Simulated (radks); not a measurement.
Values are calculated unless marked as measured or tabulated.
Charge is removed step by step from the 4p3/2 level of Nb8+, starting from [Ar] 3d10 4s2 4p(1/2: 2, 3/2: 1). Code: a radial shooting solver on a logarithmic mesh with Libxc functionals. Model: Dirac Kohn-Sham, PBE, spin-unpolarised, spherical densities, finite nucleus; Fermi nuclear charge, rms radius 4.324 fm.

\begin{tabular}{lrrr}
removed (e) & E - E(0) (eV) & eigenvalue (eV) & E minus straight line (eV) \\ \hline
0 & 0.000 & -147.95 & 0.000 \\
0.25 & 37.585 & -152.73 & -1.805 \\
0.5 & 76.368 & -157.54 & -2.412 \\
0.75 & 116.36 & -162.38 & -1.812 \\
1 & 157.56 & -167.25 & 0.000 \\
\end{tabular}

Removing the whole electron costs 157.56 eV by Delta-SCF, against 147.95 eV from minus the eigenvalue at the starting occupation. Slater's transition state (half an electron removed) gives 157.54 eV. Integrating minus the eigenvalue over the occupation (Janak's theorem) gives 157.56 eV. The mean slope of the eigenvalue, de/dn, is 19.3 eV per electron. Ionisation energy of Nb8+ in the NIST Atomic Spectra Database: 159 eV (semi-empirical).

Beside tabulated values, note that spin-unpolarised runs miss the spin-polarisation part of the exchange energy of open shells.
